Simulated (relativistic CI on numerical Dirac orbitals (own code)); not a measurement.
## The 40-electron sequence from Zr to Cs¹⁵⁺

These numbers are calculated, not measured: Dirac-Coulomb-Breit CI, orbitals from a KLI potential per configuration, a model potential for QED, valence Slater integrals scaled by 0.9, P86 correlation energy added to each configuration (own radial code, finite nucleus).

Configurations in the expansion (outside the closed core [Ar] 3d10): 4s2 4p6 4d4, 4s2 4p5 4d5, 4s2 4p6 4d3 4f, 4s2 4p6 4d3 5s, 4s 4p6 4d5, 4s2 4p6 4d2 5s2, 4s2 4p6 4d 4f 5s2, 4p6 4d6, 4p5 4d7. Double excitations out of closed p, d and f shells are left out; levels of such configurations are missing from the list, as are those of other unlisted configurations, and high levels can miss mixing partners.

Energies above each ion's lowest level, in cm⁻¹. Levels are followed by their leading LS label, which can pass from one level to another where the coupling changes.

| Ion | 4s2 4p6 4d4 5D_0 | 4s2 4p6 4d4 5D_1 | 4s2 4p6 4d4 5D_2 | 4s2 4p6 4d4 5D_3 | 4s2 4p6 4d4 5D_4 |
| --- | --- | --- | --- | --- | --- |
| Zr | 19017.6 | 19073.4 | 19179.6 | 19336.4 | 19541.7 |
| Nb⁺ | 0.0 | 124.5 | 355.4 | 671.0 | 1054.8 |
| Mo²⁺ | 0.0 | 206.7 | 584.0 | 1091.8 | 1699.7 |
| Tc³⁺ | 0.0 | 320.9 | 886.5 | 1624.4 | 2486.2 |
| Ru⁴⁺ | 0.0 | 471.4 | 1268.2 | 2272.4 | 3415.5 |
| Rh⁵⁺ | 0.0 | 668.7 | 1745.5 | 3053.6 | 4503.7 |
| Pd⁶⁺ | 0.0 | 926.6 | 2339.7 | 3990.9 | 5770.9 |
| Ag⁷⁺ | 0.0 | 1262.3 | 3075.8 | 5110.2 | 7239.6 |
| Cd⁸⁺ | 0.0 | 1696.4 | 3982.7 | 6441.1 | 8933.3 |
| In⁹⁺ | 0.0 | 2252.7 | 5092.3 | 8015.2 | 10875.3 |
| Sn¹⁰⁺ | 0.0 | 2957.1 | 6439.0 | 9865.4 | 13086.8 |
| Sb¹¹⁺ | 0.0 | 3837.2 | 8057.5 | 12024.2 | 15584.0 |
| Te¹²⁺ | 0.0 | 4920.1 | 9981.8 | 14521.6 | 18375.3 |
| I¹³⁺ | 0.0 | 6231.9 | 12243.0 | 17383.8 | 21458.9 |
| Xe¹⁴⁺ | 0.0 | 7796.4 | 14868.5 | 20631.2 | 24821.4 |
| Cs¹⁵⁺ | 0.0 | 9634.6 | 17880.9 | 24278.0 | 28440.5 |

In the calculation the lowest level changes from 4s2 4p6 4d2 5s2 3F_2 to 4s2 4p6 4d4 5D_0 at Nb⁺.

Between Z = 52 and 55 the energy of 4s2 4p6 4d4 5D_1 follows a local power law Z^12.0. For orientation: electrostatic splittings inside a shell grow about linearly with the screened charge, excitations that change n as its square, and fine structure as its fourth power; written in Z itself the exponents are larger, since the screened charge grows faster in proportion.

The members near neutrality are the least accurate: they can be off by several eV, miss lower levels of configurations outside the list, or start from a wrong lowest level.
